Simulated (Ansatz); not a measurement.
Consider the hydrogenolysis of the Si–O bond: `O[SiH](Cl)[Si](O)(Cl)Cl` + H₂ → `O[SiH](Cl)[SiH](Cl)Cl` + H₂O.

Calculated with Ansatz (gas phase, PBE0-D4/def2-TZVP geometries, no zero-point term in ΔE). CCSD(T)/CBS adds triple-zeta CCSD(T) − MP2 to the extrapolated MP2 energy (def2 sets, frozen cores). This one scheme is used for every species. DFT in def2-TZVPP. One conformer a species, not always the lowest.

```csv
level,ΔE (kcal/mol)
PBE-D4,20.7
PBE0-D4,20.3
ωB97X-V,21.4
ωB97M-V,22.0
HF/def2-TZVPP,19.3
CCSD/def2-TZVPP,20.3
MP2/def2-QZVPP,22.5
HF/CBS(def2),19.3
```

Problem. What does CCSD(T)/CBS give? (Best estimate.)

Solution. Ansatz gave: +20.9 kcal/mol. The listed levels differ from it by -0.2, -0.6, 0.5, 1.1, -1.6, -0.6, 1.6, -1.6 kcal/mol.

Largest T1 diagnostic among the species: 0.011.

The D4 term adds +2.0 kcal/mol with B3LYP and +1.1 kcal/mol with PBE0; it sums over pairs of atoms, weighted by their polarisabilities, and B3LYP, whose exchange is more repulsive, gets the larger term. In def2-TZVPP, CCSD(T) changes the Hartree–Fock value by +1.7 kcal/mol (the triples alone add +0.7 kcal/mol) and MP2 by +3.2 kcal/mol.

B3LYP here is the variant with VWN-RPA as its local correlation; programs differ in this.
